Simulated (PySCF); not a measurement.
Species: B(H2S)Cl3.
SMILES: `S->B(Cl)(Cl)Cl`

Computed with TDDFT wB97X-D/def2-SVPD, vertical, gas phase, core orbitals frozen in the response in PySCF. Geometry: PBE0-D3(BJ)/def2-SVP; no solvent, vibrations or thermal averaging.

**Question.** List the vertical singlet excitations with oscillator strengths and describe the spectrum.

**Answer.** 

| state | E (eV) | E (hartree) | f | main configurations (H = HOMO, L = LUMO) |
| --- | --- | --- | --- | --- |
| S1 | 6.73 | 0.2473 | 0.0000 | H→L (50%), H→L+1 (45%) |
| S2 | 6.78 | 0.2490 | 0.0012 | H-1→L+2 (92%) |
| S3 | 7.00 | 0.2573 | 0.034 | H-1→L (84%), H-1→L+1 (12%) |
| S4 | 7.25 | 0.2665 | 0.021 | H-2→L (55%), H-2→L+1 (40%) |
| S5 | 7.33 | 0.2694 | 0.024 | H-3→L (52%), H-3→L+1 (42%) |
| S6 | 7.40 | 0.2718 | 0.0017 | H→L+2 (99%) |
| S7 | 7.56 | 0.2780 | 0.251 | H-1→L+1 (72%), H-1→L (10%) |
| S8 | 7.61 | 0.2796 | 0.0005 | H→L (45%), H→L+1 (40%) |
| S9 | 7.77 | 0.2857 | 0.034 | H-4→L (46%), H-4→L+1 (40%) |
| S10 | 7.81 | 0.2872 | 0.0006 | H-2→L+2 (49%), H-5→L (24%), H-5→L+1 (22%) |

Triplets (Tamm–Dancoff): T1 6.17 eV, H-1→L (56%), H-1→L+1 (35%); T2 6.43 eV, H-1→L+2 (89%); T3 6.68 eV, H→L+1 (48%), H→L (47%); T4 7.05 eV, H-2→L+1 (42%), H-2→L (40%).

The lowest singlet lies at 6.73 eV (184 nm, vacuum ultraviolet) and is dark (f under 0.0005); its leading configuration is HOMO→LUMO (50%). The strongest level in the table is S7 at 7.56 eV (164 nm, f = 0.251). Löwdin shares by element: HOMO chlorine 100%; LUMO sulfur 42%, hydrogen 23%, boron 17% (atoms not listed hold the other 17%). Of the 10 states listed, 5 reach f = 0.01 and 1 stays under 0.0005. The listed states span 1.09 eV, and the widest gap between neighbours is 0.25 eV (S3 to S4). Weighted by f, the mean energy of these states is 7.49 eV. The window holds the lowest 10 singlets.
